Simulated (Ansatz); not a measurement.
Start from `F[CH]([GaH2])B[SiH3]` and change one atom or group to get `F[CH](F)[GaH2]`.

Ansatz, PBE0-D4/def2-TZVP geometries, multiplicity 1. Each molecule was computed in one conformer, which needn't be the lowest.

Scalar relativity is left out up to krypton.

| property | `F[CH]([GaH2])B[SiH3]` |
| --- | --- |
| HOMO energy (ωB97M-V/def2-TZVPP) / eV | -9.56 |
| LUMO energy (ωB97M-V/def2-TZVPP) / eV | 0.39 |
| zero-point energy (PBE0-D4/def2-TZVP) / kJ/mol | 185.8 |
| ideal-gas entropy at 298 K and 1 bar (rigid rotor, harmonic PBE0-D4/def2-TZVP) / J/(mol·K) | 369 |
| size of the dipole moment (ωB97M-V/def2-TZVPP) / D | 0.62 |
| HOMO–LUMO gap (PBE0/def2-TZVPP) / eV | 6.02 |

Question: Give the same properties after the change, and the shifts. (Best estimate.)

Answer: Computed: 
```tsv
property	`F[CH](F)[GaH2]`	shift
HOMO energy (ωB97M-V/def2-TZVPP) / eV	-10.14	-0.58
LUMO energy (ωB97M-V/def2-TZVPP) / eV	-0.34	-0.73
zero-point energy (PBE0-D4/def2-TZVP) / kJ/mol	90.8	-95.0
ideal-gas entropy at 298 K and 1 bar (rigid rotor, harmonic PBE0-D4/def2-TZVP) / J/(mol·K)	333	-36
size of the dipole moment (ωB97M-V/def2-TZVPP) / D	1.96	1.34
HOMO–LUMO gap (PBE0/def2-TZVPP) / eV	5.81	-0.21
```

With PBE0 the HOMO falls by 0.39 eV and the LUMO falls by 0.60 eV, so the gap narrows by about 0.21 eV. PBE moves the HOMO by -0.05 eV and ωB97M-V by -0.58 eV. The zero-point energy changes by -95.0 kJ/mol with -15 modes. Dipoles are sizes alone; their direction can turn. Modes under 60 cm⁻¹, often nearly free rotors, make the harmonic entropy too high.
